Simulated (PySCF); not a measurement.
# Correlation energy of O⁺ (oxygen, charge +1)

[He] 2s1 2p4, high-spin 4P determinant (an excited configuration). All numbers are calculated (PySCF 2.14, the non-relativistic Hamiltonian (point nucleus), in dyall-av3z). Frozen: 1s2; 5 electrons correlated; the 13 highest virtual orbitals of each spin left out.

| level | correlation energy (mhartree) |
| --- | --- |
| CCSD | -116.79 |
| (T) | -2.34 |
| CCSD(T) | -119.13 |

Diagnostics: T1 = 0.0066, D1 = 0.0144, largest double amplitude 0.058.

Cost of the coupled-cluster step: of the order of 7 core-seconds, for 5 correlated electrons.

Iterations:

```
CC2 = 0
CCSD nocc = (np.int64(4), np.int64(1)), nmo = (57, 57)
frozen orbitals [[0, 58, 59, 60, 61, 62, 63, 64, 65, 66, 67, 68, 69, 70], [0, 58, 59, 60, 61, 62, 63, 64, 65, 66, 67, 68, 69, 70]]
max_cycle = 100
direct = 0
conv_tol = 1e-08
conv_tol_normt = 1e-06
diis_space = 8
diis_start_cycle = 0
Init t2, MP2 energy = -0.0996269024527507
Init E_corr(UCCSD) = -0.0996269024534927
cycle = 1  E_corr(UCCSD) = -0.111335208868236  dE = -0.0117083064  norm(t1,t2) = 0.0333247
cycle = 2  E_corr(UCCSD) = -0.114223416710048  dE = -0.00288820784  norm(t1,t2) = 0.01689
cycle = 3  E_corr(UCCSD) = -0.116827846449727  dE = -0.00260442974  norm(t1,t2) = 0.00999643
cycle = 4  E_corr(UCCSD) = -0.116734668157773  dE = 9.3178292e-05  norm(t1,t2) = 0.0023767
cycle = 5  E_corr(UCCSD) = -0.116795101358155  dE = -6.04332004e-05  norm(t1,t2) = 0.000847613
cycle = 6  E_corr(UCCSD) = -0.116790218653186  dE = 4.88270497e-06  norm(t1,t2) = 0.000324723
cycle = 7  E_corr(UCCSD) = -0.116790083293796  dE = 1.3535939e-07  norm(t1,t2) = 0.000101043
cycle = 8  E_corr(UCCSD) = -0.116791580071121  dE = -1.49677732e-06  norm(t1,t2) = 2.98367e-05
cycle = 9  E_corr(UCCSD) = -0.116790686182777  dE = 8.93888344e-07  norm(t1,t2) = 1.0175e-05
cycle = 10  E_corr(UCCSD) = -0.116790783508127  dE = -9.73253496e-08  norm(t1,t2) = 4.15429e-06
cycle = 11  E_corr(UCCSD) = -0.116790748354376  dE = 3.51537507e-08  norm(t1,t2) = 1.15411e-06
cycle = 12  E_corr(UCCSD) = -0.116790765544428  dE = -1.71900521e-08  norm(t1,t2) = 3.63576e-07
cycle = 13  E_corr(UCCSD) = -0.116790755093502  dE = 1.04509264e-08  norm(t1,t2) = 1.45515e-07
cycle = 14  E_corr(UCCSD) = -0.116790754755136  dE = 3.38365169e-10  norm(t1,t2) = 4.06095e-08
UCCSD converged
E(UCCSD) = -73.94621406344436  E_corr = -0.1167907547551365
UCCSD(T) correction = -0.00233959437908229
```
